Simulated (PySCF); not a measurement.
C₂H₅O₂, SMILES COC=[OH+], charge +1. Atoms are numbered in the order given.

```xyz
9

C      0.3963    -1.4717     0.0000
O     -0.6988    -0.4915     0.0000
C     -0.5336     0.7571     0.0000
O      0.5733     1.3902     0.0000
H      0.9899    -1.3448     0.9168
H     -0.1035    -2.4454     0.0000
H      0.9899    -1.3448    -0.9168
H     -1.4421     1.3768     0.0000
H      1.3941     0.8565     0.0000
```
Charge +1, spin multiplicity 1.

Coordinates come from a B3LYP-D3(BJ)/def2-SVP optimisation. The isomer is the one that the SMILES or the coordinates give; other isomers of the formula were not compared. Other conformers were not sampled.

The numbers are results of SMD-PBE0/def2-SVP (PySCF), not measurements.

Solvation free energies are E(SMD) − E(gas) at the gas-phase geometry, for 1 M in both phases.

```csv
solvent,ΔG(solv) (kcal/mol),its non-electrostatic (CDS) part
water,-70.0,5.2
ethanol,-69.3,3.2
n-hexane,___,___
```

Task: Some entries are withheld; supply them. (An estimate is asked for; the answer gives what the named calculation found.)

Result: 
- n-hexane, ΔG(solv) (kcal/mol): -30.6
- n-hexane, its non-electrostatic (CDS) part: 0.0
